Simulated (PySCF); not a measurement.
# Mg: interval between two levels

Mg [Ne] 3s2 → Mg [Ne] 3s1 3p1 [3P2, M_J = 2], as a difference of total energies. All numbers are calculated (PySCF 2.14, the two-component X2C-1e Hamiltonian, in x2c-SVPall-2c with one added diffuse shell each of s, p type (5s5p1d, 25 functions)). Correlated levels: [Ne] frozen. "Screened" scales the spin-orbit matrix elements by Boettger's factors to mimic the two-electron term; Breit and QED terms are absent.

| method | interval between two levels (cm⁻¹) | error (cm⁻¹) |
| --- | --- | --- |
| GHF (spin-free) | 14523 | -7388 |
| GMP2 (spin-free) | 18447 | -3464 |
| GHF (screened spin-orbit) | 14545 | -7366 |
| GMP2 (screened spin-orbit) | 18469 | -3442 |

Reference: 21911 cm⁻¹ (measured; NIST Handbook of Basic Atomic Spectroscopic Data (Sansonetti and Martin, J. Phys. Chem. Ref. Data 34, 1559 (2005))).

Errors of the correlated levels include the incompleteness of this basis and the frozen core.

The labels give the starting determinants; with spin-orbit coupling the two ends relaxed to ⟨J²⟩ = 0.00, ⟨L²⟩ = 0.00, ⟨S²⟩ = 0.00 and ⟨J²⟩ = 6.01, ⟨L²⟩ = 2.01, ⟨S²⟩ = 2.00.
